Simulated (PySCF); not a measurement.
C₆H₁₁O (SMILES [CH]=C(O)C(C)(C)C), doublet, geometry from GFN2-xTB. Base run: PBE/6-31G* (PySCF).

PySCF was given this input:
```python
from pyscf import gto, scf, dft

mol = gto.M(
    atom='''
C     2.03660239   -0.39385090   -0.15904060
C     0.93407914    0.05402729    0.35414174
O     0.86205798    0.72367233    1.55315465
C    -0.47076416   -0.08062171   -0.27565624
C    -1.01675095    1.33215004   -0.48504091
C    -1.34522641   -0.85072383    0.71435691
C    -0.41276935   -0.82173729   -1.60858508
H     2.36315908   -0.91695682   -1.02164713
H     1.74948268    0.79270706    1.92183243
H    -1.04656027    1.86886358    0.45927667
H    -0.38737928    1.88387947   -1.18033435
H    -2.02461895    1.28363159   -0.89292164
H    -1.37807242   -0.33419060    1.66976274
H    -2.35853223   -0.93537918    0.32633190
H    -0.94953853   -1.85193311    0.87233829
H     0.21500217   -0.28969942   -2.31930695
H    -0.01607886   -1.82534155   -1.47553587
H    -1.41435117   -0.90042129   -2.02608818
''',
    basis='6-31g*',
    spin=1,
    verbose=4,
)

mf = dft.UKS(mol)
mf.xc = 'pbe'
mf.kernel()
mf.analyze()
```

Variants of this job, named by their change:

```csv
change,ΔE vs base (mEh),fitting functions,dipole (D)
base,0.000,-,0.25
auxbasis = def2-svp-ri,-14.273,490,0.25
auxbasis = autoaux,-1.393,870,0.25
auxbasis = def2-tzvp-ri,-0.342,697,0.25
auxbasis = default (with mf = mf.density_fit()),-0.246,743,0.25
auxbasis = def2-universal-jkfit,-0.147,725,0.25
auxbasis = cc-pvqz-jkfit,-0.044,1303,0.25
auxbasis = def2-universal-jfit,-0.287,464,0.25
auxbasis = even-tempered beta=2.0,-0.492,922,0.25
auxbasis = cc-pvtz-ri,-0.583,897,0.25
```

A fitting set is made for a task (jfit for Coulomb, jkfit for Coulomb and exchange, ri for correlation) and for a family of orbital bases.

Open shells are given as the SCF converged; they aren't shown to be the lowest states, and a large step between rows can be another state.
